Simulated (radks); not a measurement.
The numbers below are computed, except where a source is named.
The table gives one normalised radial function P(r) = r R(r) of Cu4+ in [Ar] 3d7 (r in bohr). Code: a radial shooting solver on a logarithmic mesh with Libxc functionals. Model: scalar-relativistic Kohn-Sham, PBE, spin-polarised, spherical densities, finite nucleus; open shells are filled with parallel spins first; Fermi nuclear charge, rms radius 3.8823 fm.

r         P
0.003129   0.1121
0.004449   0.1519
0.006377   0.2036
0.009067   0.2639
0.01289    0.3291
0.01848    0.3873
0.02628    0.4105
0.03766    0.3587
0.05355    0.1890
0.07614   -0.1157
0.1091    -0.4935
0.1552    -0.7143
0.2224    -0.4940
0.3163     0.2307
0.4497     1.0499
0.6446     1.3295
0.9166     0.9298
1.303      0.3757
1.868      0.0758
2.656      0.0065

Which n and l does it have? It may be an empty orbital.

Answer. n = 3, l = 0: the number of nodes gives n - l - 1 = 2, the rise at small r (about r^(l+1)) gives l, and the extent must fit the shell. The curve is that of 3s down; the table hardly tells the two spins apart. 3s down: eigenvalue -181.50 eV, 2 radial nodes at r = 0.0677, 0.288 bohr, <r> = 0.700 bohr, 90 % of the charge inside 1.05 bohr.
